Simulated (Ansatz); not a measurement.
`Cl[SiH2][SiH]1CO1` → `Cl[SiH]1CO1` + `[SiH2]`  (silylene formation by 1,1-elimination)

Isolated molecules relaxed with PBE0-D4/def2-TZVP in Ansatz; ΔE leaves out vibrations. CBS: MP2 limit from def2 TZ/QZ plus the TZ coupled-cluster correction, frozen cores. This one scheme is used for every species. Functionals use def2-TZVPP. Each species was taken in one conformer, which may not be the lowest.

```csv
level,ΔE (kJ/mol)
PBE-D4,240.3
PBE0-D4,244.6
B2PLYP,218.3
PBE,232.7
PBE0,237.7
MP2/def2-TZVPP,231.0
MP2/def2-QZVPP,236.1
MP2/CBS(def2),239.6
```

Question: What does CCSD(T)/CBS give? (Estimate.)

Answer: The calculation gave: +224.8 kJ/mol. The listed levels differ from it by 15.5, 19.8, -6.5, 7.9, 12.9, 6.2, 11.3, 14.8 kJ/mol.

Largest T1 diagnostic among the species: 0.014.

The D4 term adds +12.3 kJ/mol with B3LYP and +6.9 kJ/mol with PBE0; it sums over pairs of atoms, weighted by their polarisabilities, and B3LYP, whose exchange is more repulsive, gets the larger term. From PBE to PBE0 (25 % exact exchange), in def2-TZVPP and without D4, ΔE moves by +5.0 kJ/mol. In def2-TZVPP, CCSD(T) changes the Hartree–Fock value by +17.1 kJ/mol (the triples alone add +5.3 kJ/mol) and MP2 by +32.0 kJ/mol.

B3LYP here is the variant with VWN-RPA as its local correlation; programs differ in this.
